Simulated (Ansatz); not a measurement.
Reaction (germylene formation by 1,1-elimination): `[CH3][GeH]([NH2])[NH2]` → `[CH3][GeH]` + `NN`

Isolated molecules relaxed with PBE0-D4/def2-TZVP in Ansatz; ΔE leaves out vibrations. CCSD(T)/CBS adds triple-zeta CCSD(T) − MP2 to the extrapolated MP2 energy (def2 sets, frozen cores). This one scheme is used for every species. DFT in def2-TZVPP. For Ge outer-core shells are correlated without core-valence functions, which leaves a few kJ/mol of doubt a bond. Scalar relativity is left out up to krypton. One conformer a species, not always the lowest.

`[CH3][GeH]([NH2])[NH2]`:

Cartesian coordinates in Å:
```
C 0.605 1.274 -0.930
Ge -0.343 0.119 0.308
N -1.453 -1.018 -0.614
N 0.957 -0.864 1.178
H 1.254 1.972 -0.397
H 1.219 0.669 -1.599
H -0.107 1.844 -1.526
H -1.282 0.912 1.252
H -2.247 -1.351 -0.087
H -0.981 -1.809 -1.030
H 1.753 -0.325 1.491
H 0.626 -1.422 1.953
```

`[CH3][GeH]`:

Cartesian coordinates in Å:
```
C -0.215 -0.516 0.050
Ge -0.432 1.458 0.171
H 0.087 -0.784 -0.969
H -1.123 -1.059 0.312
H 0.603 -0.837 0.705
H 1.081 1.738 -0.268
```

`NN`:

```xyz
6

N    -0.182    0.699   -0.166
N    -0.097   -0.560    0.476
H     0.555    0.841   -0.848
H    -1.071    0.750   -0.645
H     0.316   -1.273   -0.115
H     0.480   -0.456    1.299
```

| level | ΔE (eV) |
| --- | --- |
| PBE-D4 | 3.50 |
| B2PLYP | 3.64 |
| PBE | 3.40 |
| r2SCAN | 3.80 |
| CCSD(T)/def2-TZVPP | 3.85 |
| SCS-MP2/def2-QZVPP | 3.89 |
| MP2/CBS(def2) | 4.05 |
| CCSD/CBS(def2) | 3.73 |

(1) What does CCSD(T)/CBS give? (Best estimate.)

Largest T1 diagnostic among the species: 0.011.

## Answers

(1) Ansatz gave: +3.78 eV. The listed levels differ from it by -0.28, -0.14, -0.38, 0.02, 0.07, 0.11, 0.27, -0.05 eV.

The D4 term adds +0.15 eV with B3LYP and +0.09 eV with PBE0; it sums over pairs of atoms, weighted by their polarisabilities, and B3LYP, whose exchange is more repulsive, gets the larger term. From PBE to PBE0 (25 % exact exchange), in def2-TZVPP and without D4, ΔE moves by +0.18 eV. In def2-TZVPP, CCSD(T) changes the Hartree–Fock value by +0.32 eV (the triples alone add +0.05 eV) and MP2 by +0.59 eV.

B3LYP here is the variant with VWN-RPA as its local correlation; programs differ in this.
